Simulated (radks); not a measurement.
Results of a calculation; reference values are marked as such.
Minus the highest occupied eigenvalue as an estimate of the ionisation energy, Al to Al12+. The LB94 potential has the -1/r tail that LDA and GGA lack but no energy functional. Code: a radial shooting solver on a logarithmic mesh with Libxc functionals. Model: Dirac Kohn-Sham, LB94 model potential, spin-unpolarised, spherical densities, finite nucleus; open shells fill j = l - 1/2 first; Fermi nuclear charge, rms radius 3.061 fm.

species  configuration   HOMO  -e(HOMO) (eV)  <r> (bohr)  IE, NIST (eV)       kind
Al        [Ne] 3s2 3p1  3p1/2          5.829        3.27          5.986       exp.
Al+           [Ne] 3s2  3s1/2         19.218        2.30         18.829       exp.
Al2+          [Ne] 3s1  3s1/2         29.323        2.11         28.448       exp.
Al3+              [Ne]  2p3/2         117.19       0.596         119.99       exp.
Al4+      [He] 2s2 2p5  2p3/2         152.48       0.565         153.83  semi-emp.
Al5+      [He] 2s2 2p4  2p3/2         190.77       0.538         190.49  semi-emp.
Al6+      [He] 2s2 2p3  2p3/2         231.92       0.513          241.8  semi-emp.
Al7+      [He] 2s2 2p2  2p1/2         276.49       0.490          284.6  semi-emp.
Al8+      [He] 2s2 2p1  2p1/2         323.03       0.469         330.21  semi-emp.
Al9+          [He] 2s2  2s1/2         393.84       0.523          398.7  semi-emp.
Al10+         [He] 2s1  2s1/2         437.48       0.509         442.01     theory
Al11+             [He]  1s1/2         2060.8       0.119         2086.0     theory
Al12+              1s1  1s1/2         2250.1       0.116         2304.1     theory

Reference values: NIST Atomic Spectra Database (exp. = measured, semi-emp. = semi-empirical, theory = theoretical value adopted there). Spin polarisation and multiplet splitting are left out.

Beside tabulated values, note that spin-unpolarised runs miss the spin-polarisation part of the exchange energy of open shells.
